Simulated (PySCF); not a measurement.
Identify the unknown among the candidates.

All candidates are CH8N2Si.

| technique | computed result |
| --- | --- |
| UV, first state | lowest singlet excitation: 6.17 eV (201 nm, f = 0.001) [TDDFT CAM-B3LYP/def2-SVPD] |
| 1H NMR | chemical shifts (computed TMS as zero) by class: 4.39 (2 H), 2.49 (3 H), 0.71 (2 H), 0.12 (1 H) ppm [GIAO HF/pcSseg-2] |
| Polarisability | 57.6 au [CAM-B3LYP/def2-SVPD] |
| Rotational structure | rotational constants A, B, C: 16.740, 2.987, 2.730 GHz [PBE0-D3(BJ)/def2-SVP] |
| XPS | Si2p3/2 106.7, C1s 291.5, N1s 404.2, N1s 404.5, Si1s 1846.7 eV [ΔSCF SCAN, pcX-2 on the ionised atom, pcseg-1 elsewhere, spin-free X2C, 2p3/2 from a spin–orbit splitting computed afterwards within the 2p shell] |
| Triplet | lowest triplet excitation (Tamm–Dancoff): 5.93 eV [TDA CAM-B3LYP/def2-SVPD] |
| 13C NMR | chemical shifts (computed TMS as zero) by class: 28.2 (1 C) ppm [GIAO HF/pcSseg-2] |

The electronic properties come from PySCF, for the isolated species, density fitting. Levels stand in brackets. The structure is a single PBE0-D3(BJ)/def2-SVP conformer in the gas phase; no vibrational or solvent corrections. NMR classes are plain means over equivalent atoms (diastereotopic ones count apart unless rotation or inversion swaps them), as if these changed places fast.

Question: Which candidate is it?
A. `CN[SiH2]N`
B. `NC[SiH2]N`
C. `C[SiH](N)N`

Answer: A. It is `CN[SiH2]N`. Numbering: `[CH3:1][NH:2][SiH2:3][NH2:4]`. Its formula, CH8N2Si, gives 0 degrees of unsaturation, so no ring and no π bond. The one carbon: N-methyl carbon [C1] (28.2 ppm). Hydrogen classes from least to most shielded: 2 H on an SiH2 silicon, Si3 (4.39 ppm), 3 H on an N-methyl carbon, C1 (2.49 ppm), 2 H on a silicon-bound nitrogen, N4 (0.71 ppm), 1 H on a silicon-bound nitrogen, N2 (0.12 ppm). The core levels belong to: Si2p3/2 106.7 eV, SiH2 silicon [Si3]; C1s 291.5 eV, N-methyl carbon [C1]; N1s 404.2 eV, silicon-bound nitrogen [N2]; N1s 404.5 eV, silicon-bound nitrogen [N4]; Si1s 1846.7 eV, SiH2 silicon [Si3]. The optimised geometry has point group C1 and is an asymmetric top.

The others, at the same levels:
- `C[SiH](N)N` fails: its computed core binding energies are Si2p3/2 106.6, C1s 289.9, N1s 404.3 (×2), Si1s 1846.6 eV, rotational constant A is 6.304 GHz (against 16.740 GHz) and smallest rotational constant is 3.397 GHz (against 2.730 GHz).
- `NC[SiH2]N` fails: its computed core binding energies are Si2p3/2 106.6, C1s 290.8, N1s 404.7, N1s 404.7, Si1s 1846.4 eV, rotational constant A is 9.219 GHz (against 16.740 GHz) and smallest rotational constant is 3.064 GHz (against 2.730 GHz).

Each candidate is one conformer, not necessarily the lowest. Dipoles, sizes and rotational constants follow the conformer. The torsions of the flexible species, by atom-mapped SMILES:
- `[CH3:1][NH:2][SiH2:3][NH2:4]`: C1–N2–Si3–N4 -153°, H–N4–Si3–N2 -149°, H–N4–Si3–N2 62°
- `[CH3:1][SiH:2]([NH2:3])[NH2:4]`: H–N3–Si2–C1 38°, H–N3–Si2–C1 179°, H–N4–Si2–C1 -91°, H–N4–Si2–C1 59°
- `[NH2:1][CH2:2][SiH2:3][NH2:4]`: N1–C2–Si3–N4 52°, H–N1–C2–Si3 68°, H–N1–C2–Si3 -46°, H–N4–Si3–C2 -151°, H–N4–Si3–C2 71°
